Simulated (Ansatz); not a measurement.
`CCB(N)O`, relaxed with RKS PBE-D4/def2-SVP in the Gaussian-basis code of Ansatz from a rough embedded geometry. The force threshold is 0.03 eV/Å; the program also tests the step.

The species carries charge 0 and has multiplicity 1.

Start:

```xyz
13

C     1.299    0.570    0.456
C    -0.070    0.268    0.881
B    -0.808   -0.555   -0.259
N    -1.163   -0.017   -1.571
O    -1.301   -1.934    0.041
H     1.878    1.134    1.309
H     1.913   -0.349    0.261
H     1.357    1.221   -0.404
H    -0.647    1.225    1.118
H    -0.060   -0.319    1.836
H    -0.229    0.308   -2.040
H    -1.661    0.934   -1.409
H    -0.508   -2.486   -0.220
```

Task: How much energy does the relaxation release, and in how many steps? (Estimate.)

Result: Ansatz gave: 186.92 kJ/mol, in 31 steps, 2 of them rejected.

Task: Which bonds change most? (Estimate.)

Result: Computed: B3–O5 from 1.495 to 1.385 Å; N4–H11 from 1.094 to 1.020 Å; C1–C2 from 1.465 to 1.537 Å; N4–H12 from 1.085 to 1.019 Å.

Task: Give the relaxed structure. (Estimate.)

Result: Computed: 
```xyz
13

C     1.519    0.512    0.863
C    -0.014    0.513    0.743
B    -0.569   -0.468   -0.379
N    -1.526   -0.031   -1.336
O    -0.077   -1.763   -0.370
H     1.878    1.144    1.702
H     1.903   -0.516    1.027
H     1.999    0.892   -0.064
H    -0.389    1.548    0.587
H    -0.456    0.181    1.712
H    -1.937   -0.617   -2.063
H    -1.880    0.925   -1.347
H    -0.451   -2.320   -1.075
```
